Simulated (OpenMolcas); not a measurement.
## Tc5+: moving or changing the point charges

Tc5+ among 6 point charges of -1.7 e arranged as an octahedron (Oh), 2.13 Å from the ion.
```
   2.1300    0.0000    0.0000  -1.70
   0.0000    2.1300    0.0000  -1.70
  -2.1300    0.0000    0.0000  -1.70
   0.0000   -2.1300    0.0000  -1.70
   0.0000    0.0000    2.1300  -1.70
   0.0000    0.0000   -2.1300  -1.70
```

```yaml
Program: OpenMolcas
Method: CASSCF
Basis: ANO-RCC-VDZP [6s5p3d1f]
Scalar_Hamiltonian: DKH2, point nucleus
Active_space: 2 electrons in 5 orbitals (4d)
State_averaging: 2S+1 = 3 even, 10 roots; 2S+1 = 1 even, 15 roots
Spin-orbit_coupling: state interaction with AMFI integrals over the reference wave functions
```

Runs around this geometry, states (labels of O, the rotations of Oh). Energies in cm-1 above the lowest state or level, χT in cm3 K/mol; under a threefold ground state the first gap can be a small split of the lowest multiplet, not the spin-orbit step; 10Dq and B are least-squares fits to the states below 45000 cm-1, weighted by degeneracy, with a free offset, and given where the rms deviation is under 5 % of |10Dq| (or 100 cm-1) and under 700 cm-1.

```tsv
R (Å)	q (e)	Ground state	First state of that spin	10Dq	B (rms of fit)	First gap with spin-orbit (degeneracies)	χT at 300 K	First state of another spin
2.13	-1.1	3T1	3T2 2684	3254	939 (16)	442.6 (2, 3)	0.159	1T2 13243
1.92	-1.7	3T1	3T2 7044	8250	940 (58)	279.8 (2, 3)	0.161	1T2 13686
2.13	-1.7	3T1	3T2 4170	4989	941 (29)	385.6 (2, 3)	0.148	1T2 13500
2.34	-1.7	3T1	3T2 2607	3160	940 (15)	445.2 (2, 3)	0.161	1T2 13236
```

Taking |10Dq| as R^-n, n = -ln(3160 / 8250) / ln(2.34 / 1.92) = 4.9 between the shortest and longest distance. The point-charge formula for a cubic d site gives n = 5.

Scaling the charges by -1.1 / -1.7 = 0.65 scales |10Dq| by 3254 / 4989 = 0.65; with fixed orbitals a first-order splitting would follow the charge.

An orbital triplet at a regular site is open to Jahn-Teller coupling, which can distort the site and quench the lowest spin-orbit gaps and is left out. Without dynamic correlation the repulsion within the d shell is too large (B by tens of per cent), so at a given field states of lower spin stand too high. This field is weak: 10Dq is about 3254 cm-1, while octahedral complexes of 4d ions of charge 3 and more, computed by the same method with explicit ligands, had a median near 25000 cm-1. Ground spin and moment need not be those of a real site (figures for R = 2.13, q = -1.1; the like holds for R = 1.92, q = -1.7, R = 2.13, q = -1.7, R = 2.34, q = -1.7). Point charges carry no covalency, so the field is a model and not that of real ligands. No measured value stands beside these numbers.
